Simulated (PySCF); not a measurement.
Radial density of Si (silicon, neutral)

UHF, [Ne] 3s1 3p3, high-spin 5S determinant (an excited configuration). Computed with PySCF 2.14 in def2-TZVPPD (6s5p4d1f, 48 functions), with no relativity, point nucleus.

```json
{"r (bohr)": "0.00214", "4πr²ρ (e/bohr)": "0.09534", "4πr²(ρα − ρβ)": "0.0002"}
{"r (bohr)": "0.00360", "4πr²ρ (e/bohr)": "0.2600", "4πr²(ρα − ρβ)": "0.0006"}
{"r (bohr)": "0.00606", "4πr²ρ (e/bohr)": "0.6845", "4πr²(ρα − ρβ)": "0.0016"}
{"r (bohr)": "0.0102", "4πr²ρ (e/bohr)": "1.728", "4πr²(ρα − ρβ)": "0.0040"}
{"r (bohr)": "0.0171", "4πr²ρ (e/bohr)": "4.025", "4πr²(ρα − ρβ)": "0.0092"}
{"r (bohr)": "0.0288", "4πr²ρ (e/bohr)": "8.239", "4πr²(ρα − ρβ)": "0.0189"}
{"r (bohr)": "0.0485", "4πr²ρ (e/bohr)": "13.54", "4πr²(ρα − ρβ)": "0.0318"}
{"r (bohr)": "0.0815", "4πr²ρ (e/bohr)": "15.72", "4πr²(ρα − ρβ)": "0.0433"}
{"r (bohr)": "0.137", "4πr²ρ (e/bohr)": "11.71", "4πr²(ρα − ρβ)": "0.0793"}
{"r (bohr)": "0.231", "4πr²ρ (e/bohr)": "10.19", "4πr²(ρα − ρβ)": "0.2265"}
{"r (bohr)": "0.388", "4πr²ρ (e/bohr)": "14.33", "4πr²(ρα − ρβ)": "0.3108"}
{"r (bohr)": "0.653", "4πr²ρ (e/bohr)": "9.115", "4πr²(ρα − ρβ)": "-0.0009"}
{"r (bohr)": "1.10", "4πr²ρ (e/bohr)": "1.999", "4πr²(ρα − ρβ)": "0.5202"}
{"r (bohr)": "1.85", "4πr²ρ (e/bohr)": "1.804", "4πr²(ρα − ρβ)": "1.7755"}
{"r (bohr)": "3.11", "4πr²ρ (e/bohr)": "1.010", "4πr²(ρα − ρβ)": "1.0098"}
{"r (bohr)": "5.22", "4πr²ρ (e/bohr)": "0.1019", "4πr²(ρα − ρβ)": "0.1019"}
{"r (bohr)": "8.79", "4πr²ρ (e/bohr)": "0.0005159", "4πr²(ρα − ρβ)": "0.0005"}
```
